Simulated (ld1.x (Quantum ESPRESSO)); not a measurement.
## Reading a pseudo-wave (Mg (Z = 12))

Columns: radius, all-electron u(r) and pseudo u(r) of the 2p shell (level -46.61 eV) of magnesium in the configuration [He] 2s2 2p6 3s2 3p0; PBE, scalar-relativistic, TM scheme, ld1.x (Quantum ESPRESSO) 7.5.

```csv
r (bohr),all-electron,pseudo
0.055,0.1170,0.0401
0.110,0.3444,0.1548
0.165,0.5796,0.3283
0.220,0.7812,0.5369
0.275,0.9365,0.7524
0.330,1.0456,0.9475
0.385,1.1130,1.1007
0.440,1.1457,1.2001
0.495,1.1507,1.2440
0.550,1.1349,1.2396
0.605,1.1036,1.1991
0.660,1.0616,1.1365
0.715,1.0123,1.0635
0.770,0.9586,0.9889
0.825,0.9026,0.9176
0.880,0.8458,0.8517
0.935,0.7894,0.7911
0.990,0.7344,0.7346
1.045,0.6812,0.6812
1.100,0.6304,0.6304
1.155,0.5821,0.5821
1.210,0.5365,0.5365
1.265,0.4937,0.4937
1.320,0.4536,0.4536
1.375,0.4164,0.4164
1.430,0.3817,0.3817
```

How many radial nodes do the two functions have?

The all-electron 2p function has n − l − 1 = 0; the pseudo-wave has 0.

At about which radius was the pseudo-wave matched?

1.10 bohr. The columns agree to 0.0005 from 0.99 bohr on; several derivatives are matched, so the curves merge somewhat inside the radius.

Is the pseudo-wave norm-conserving?

Yes: the TM scheme keeps the norm inside the radius equal to the all-electron one, which fixes the energy derivative of the logarithmic derivative at the level.
